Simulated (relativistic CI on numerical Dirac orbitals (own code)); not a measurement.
# How well does a small relativistic CI reproduce Fe I?

Computed by Dirac-Coulomb-Breit CI, separate exchange-only KLI orbitals for each configuration, model QED (radiative potential, 1s self-energy scaled to tabulated hydrogen-like ionisation energies), valence Slater integrals scaled by 0.85, P86 correlation estimate, and configurations built on the next ion tied to the tabulated ionisation energy (semi-empirical) (own radial code, finite nucleus).

Configuration list (outside the closed core [Ar]): 3d⁶4s², 3d⁷4s, 3d⁶4s4p, 3d⁸, 3d⁷4p, 3d⁵4s²4p, 3d⁶4s4d, 3d⁶4s5s, 3d⁶4s5p, 3d⁶4s5d, 3d⁶4s6s, 3d⁶4s4f, 3d⁶4s5f, 3d⁶4p², 3d⁷4d, 3d⁷5s, 3d⁷5p, 3d⁶4s6p, 3d⁶4s5g, 3d⁶4s6d, 3d⁶4d², 3d⁶4s6f. Levels of other configurations are missing.

```
Configuration  Term (tabulated)  J  Measured (cm⁻¹)  Computed  Error  Purity (%)
       3d⁶4s²              a 5D  4              0.0         0      0          95
       3d⁶4s²              a 5D  3            415.9       410     -6          95
       3d⁶4s²              a 5D  2            704.0       696     -8          95
       3d⁶4s²              a 5D  1            888.1       879     -9          94
       3d⁶4s²              a 5D  0            978.1       969     -9          94
        3d⁷4s              a 5F  5           6928.3     18054  11125          97
        3d⁷4s              a 5F  4           7376.8     18479  11102          97
        3d⁷4s              a 5F  3           7728.1     18813  11085          97
        3d⁷4s              a 5F  2           7985.8     19058  11073          97
        3d⁷4s              a 5F  1           8154.7     19220  11065          97
        3d⁷4s              a 3F  4          11976.2     24500  12524          87
        3d⁷4s              a 3F  3          12560.9     25050  12489          88
        3d⁷4s              a 3F  2          12968.6     25430  12462          90
        3d⁷4s              a 5P  3          17550.2     31017  13467          96
        3d⁷4s              a 5P  2          17727.0     31186  13459          95
        3d⁷4s              a 5P  1          17927.4     31364  13437          96
       3d⁶4s²              a 3P  2          18378.2     19310    932          93
      3d⁶4s4p             z 7D°  5          19350.9     19286    -65          98
       3d⁶4s²              a 3H  6          19390.2     17909  -1481          95
       3d⁶4s²              a 3P  1          19552.5     20509    957          93
      3d⁶4s4p             z 7D°  4          19562.4     19496    -67          97
       3d⁶4s²              a 3H  5          19621.0     18144  -1477          94
      3d⁶4s4p             z 7D°  3          19757.0     19691    -66          97
       3d⁶4s²              a 3H  4          19788.2     18317  -1472          93
      3d⁶4s4p             z 7D°  2          19912.5     19849    -64          98
      3d⁶4s4p             z 7D°  1          20019.6     19958    -62          98
       3d⁶4s²              a 3P  0          20037.8     20998    960          92
       3d⁶4s²              b 3F  4          20641.1     20214   -428          84
       3d⁶4s²              b 3F  3          20874.5     20460   -415          86
       3d⁶4s²              b 3F  2          21039.0     20629   -410          89
        3d⁷4s              a 3G  5          21715.7     32877  11161          96
        3d⁷4s              a 3G  4          21999.1     33126  11126          95
        3d⁷4s              a 3G  3          22249.4     33368  11118          96
      3d⁶4s4p             z 7F°  6          22650.4     21835   -815          99
        3d⁷4s            b 3P †  2          22838.3     37386  14548          92
      3d⁶4s4p             z 7F°  5          22845.9     22045   -801          98
        3d⁷4s            b 3P †  1          22946.8     37906  14959          90
      3d⁶4s4p             z 7F°  4          22996.7     22204   -793          98
        3d⁷4s            b 3P †  0          23051.7     38323  15271          94
      3d⁶4s4p             z 7F°  3          23110.9     22323   -788          98
      3d⁶4s4p             z 7F°  2          23192.5     22407   -785          99
      3d⁶4s4p             z 7F°  1          23244.8     22461   -784          99
      3d⁶4s4p             z 7F°  0          23270.4     22487   -784          99
      3d⁶4s4p             z 7P°  4          23711.5     22654  -1058          95
       3d⁶4s²              b 3G  5          23783.6     22656  -1127          93
       3d⁶4s²              b 3G  4          24118.8     23009  -1110          90
      3d⁶4s4p             z 7P°  3          24180.9     23100  -1081          94
        3d⁷4s            c 3P †  2          24335.8     36959  12624          88
       3d⁶4s²              b 3G  3          24338.8     23200  -1139          91
      3d⁶4s4p             z 7P°  2          24506.9     23409  -1098          94
        3d⁷4s              a 1G  4          24574.7     35795  11220          90
        3d⁷4s            c 3P †  1          24772.0     36850  12078          90
        3d⁷4s            c 3P †  0          25091.6     36847  11755          94
      3d⁶4s4p             z 5D°  4          25900.0     27048   1148          92
        3d⁷4s              b 3H  6          26105.9     37086  10980          97
      3d⁶4s4p             z 5D°  3          26140.2     27267   1127          92
        3d⁷4s              a 3D  3          26225.0     38704  12479          96
      3d⁶4s4p             z 5D°  2          26339.7     27460   1120          93
        3d⁷4s              b 3H  5          26351.0     37315  10964          96
        3d⁷4s            a 3D †  1          26406.5     39105  12699          78
      3d⁶4s4p             z 5D°  1          26479.4     27598   1118          94
      3d⁶4s4p             z 5D°  0          26550.5     27669   1119          95
        3d⁷4s            a 3D †  2          26623.7     39148  12524          88
        3d⁷4s              b 3H  4          26627.6     37579  10952          92
        3d⁷4s              a 1P  1          27543.0     40771  13228          81
        3d⁷4s              a 1D  2          28604.6     42426  13821          85
        3d⁷4s              a 1H  5          28820.0     40288  11468          96
       3d⁶4s²              a 1I  6          29313.0     27063  -2250          95
       3d⁶4s²              b 3D  1          29320.0     29391     71          93
       3d⁶4s²              b 3D  2          29356.7     29396     39          93
```

Measured levels from NIST Handbook of Basic Atomic Spectroscopic Data (Sansonetti and Martin, J. Phys. Chem. Ref. Data 34, 1559 (2005)); pairs were made by configuration, J and term (by order where the table uses no LS term), so strongly mixed levels may be paired wrongly.

Mean error by configuration (cm⁻¹): 3d⁶4s² -441; 3d⁷4s 11900; 3d⁶4s4p -174. Over the excited levels the mean absolute error is 4768 cm⁻¹ (113 of the 147 excited levels that our extract of the source holds in range could be paired, and the others can miss by more), and the median relative error of those above 1,000 cm⁻¹ is 4.8 %. † marks terms whose computed intervals miss the measured ones by more than a factor of 2.5, or configurations far off the rest, from wrong mixing, a near crossing or a doubtful label or measurement; they are left out of the means.

Transition probabilities of persistent lines. The last column rescales the computed rate by the cube of measured over computed energy:

| λ measured (Å) | Lower | Upper | A tabulated (s⁻¹) | A computed | A rescaled |
| --- | --- | --- | --- | --- | --- |
| 2788.10 air | 3d⁷4s a 5F5 | 3d⁶4s4p y 5G°6 | 5.90e+07 | 6.40e+07 | 1.97e+08 |
| 3581.19 air | 3d⁷4s a 5F5 | 3d⁷4p z 5G°6 | 1.02e+08 | 2.84e+07 | 7.59e+07 |
| 3734.86 air | 3d⁷4s a 5F5 | 3d⁷4p y 5F°5 | 9.02e+07 | 3.67e+07 | 1.02e+08 |
| 3749.49 air | 3d⁷4s a 5F4 | 3d⁷4p y 5F°4 | 7.64e+07 | 2.96e+07 | 8.23e+07 |
| 3758.23 air | 3d⁷4s a 5F3 | 3d⁷4p y 5F°3 | 6.34e+07 | 2.40e+07 | 6.69e+07 |
| 3859.91 air | 3d⁶4s² a 5D4 | 3d⁶4s4p z 5D°4 | 9.69e+06 | 1.22e+07 | 1.07e+07 |
| 3886.28 air | 3d⁶4s² a 5D3 | 3d⁶4s4p z 5D°3 | 5.30e+06 | 6.83e+06 | 6.01e+06 |
| 4045.81 air | 3d⁷4s a 3F4 | 3d⁷4p y 3F°4 | 8.63e+07 | 2.95e+07 | 9.91e+07 |
